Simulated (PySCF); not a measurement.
Isomers of CH4OSi. All species are isolated molecules in the gas phase. One relaxed conformer stands for each flexible species; it need not be the lowest. Strings in code marks are SMILES.

Calculation: PBE-D3(BJ)/def2-TZVP // B3LYP-D3(BJ)/def2-TZVP run with PySCF 2.14.0. All candidates: neutral, multiplicity 1. Delta-SCF ions had no search for a lower state. Excitations are Tamm–Dancoff values on a coarser integration grid. The basis has no diffuse functions, so Rydberg states are missing or too high.

```json
{
  "S1 excitation (TDA)": "4.52 eV",
  "T1 excitation (TDA)": "3.22 eV",
  "vertical ionisation energy (Delta-SCF)": "8.40 eV"
}
```

Q: Name which member has these values.
A. `O=C[SiH3]`
B. `C1O[SiH2]1`
C. `C[SiH]=O`
D. `C=[SiH]O` (C–Si–O–H torsion 0°)

A: D, `C=[SiH]O` (C–Si–O–H torsion 0°). The others give `O=C[SiH3]`: 3.18 eV, 2.42 eV, 9.39 eV; `C[SiH]=O`: 4.12 eV, 3.75 eV, 10.09 eV; `C1O[SiH2]1`: 5.37 eV, 4.58 eV, 10.02 eV
